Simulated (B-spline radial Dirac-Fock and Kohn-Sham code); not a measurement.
# Satellites and hypersatellites of the K lines of V³⁺

System: vanadium as V³⁺, [Ar] 3d2, inside a Watson sphere of charge -3 and radius 2.7 Å (a model of the Madelung potential; inside it an electron's potential energy is raised by 16.0 eV).

The computed values come from a radial finite-basis atomic code: Dirac-Fock ΔSCF + Breit + QED. Each two-hole energy is an average over J within one jj subconfiguration, not an observable level; in light atoms, where LS coupling holds, the j-resolved values are not observed lines, and for a K spectator the Kα1 hypersatellite is nearly forbidden. Correlation and solid-state effects are left out.

Lines without a spectator: Kα2 (K-L2) 4943.3 eV, Kα1 (K-L3) 4950.2 eV, Kβ3 (K-M2) 5428.4 eV, Kβ1 (K-M3) 5429.2 eV. Shifts in eV with one spectator hole (a dash: not computed, or left out as unreliable):

```
spectator hole     Kα2     Kα1    Kβ3    Kβ1
    L2 (2p1/2)  +20.74  +25.49      –  +61.8
    L3 (2p3/2)  +24.12  +22.97  +60.3      –
    M2 (3p1/2)       –   +1.73  +5.74  +7.11
    M3 (3p3/2)   +1.61       –  +6.87  +6.49
```

**Question.** Where does the K-L3 hypersatellite lie, emitted when both K electrons are missing?

**Answer.** +239.7 eV from the normal line, at 5189.9 eV. Removing both K electrons costs 11324.9 eV, which is 325.8 eV more than twice the K binding energy. In light atoms the observed hypersatellite is the ¹S₀ → ¹P₁ component, which lies below this average, and the triplet component is nearly forbidden.

With n spectator holes in 2p, averaged over the 2p shell (energies in eV):

```
n    KαLⁿ   step  hypersatellite KαʰLⁿ
0  4947.8      –                5187.1
1  4971.7  +23.8                5212.2
2  4996.7  +25.1                5238.6
3  5023.0  +26.3                5266.2
4  5050.6  +27.6                5295.1
5  5079.5  +28.9                5325.2
```
